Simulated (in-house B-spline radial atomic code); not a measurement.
# Removing one electron from C²⁺

Closed shell [He] 2s2. Computed with a B-spline radial code for spherical atoms: Koopmans values of Dirac-Hartree-Fock plus a diagonal self-energy, in second order or with its direct term screened (direct RPA, with the hole-particle interaction, or full time-dependent Hartree-Fock), linearised in energy; no-pair Dirac-Coulomb Hamiltonian, finite nucleus. Shifts add to the Koopmans value (the ΔSCF shift is orbital relaxation alone); the final value takes TDHF screening with Breit and QED.

Command:
```bash
python run_mb.py task.json out
```
Settings (nuclear radius in fm, box in bohr, cutoff in hartree):
```
basis_form          2
Z                   6
core_configuration  [He] 2s2
rms_radius          2.4702
mass_number         12
speed_of_light      137.036
box_radius          16.642
lmax                7
intervals           66
virtual_cutoff      600.0
```

Run time, properties included: 1.7 s on 1 thread of Arm Neoverse N1, with other jobs on the host.

Energies in eV:

```csv
subshell,Koopmans,ΔSCF shift,second order,direct RPA,hole-particle,TDHF,Breit + QED,final
2s1/2,46.12,-0.316,?,?,?,?,?,?
```

Q: What does the self-energy do to 2s1/2?

A: It shifts the removal energy by 1.075 eV in second order, 0.478 with direct RPA, 0.388 with the hole-particle term and 0.881 with TDHF screening (quasi-particle weight 0.957); Breit and QED add -0.004 eV. The final value is 46.99 eV, against 47.888 eV (NIST, measured). The mixing of s² with p² in the ground state is caught to low order only, which falls short in light ions.
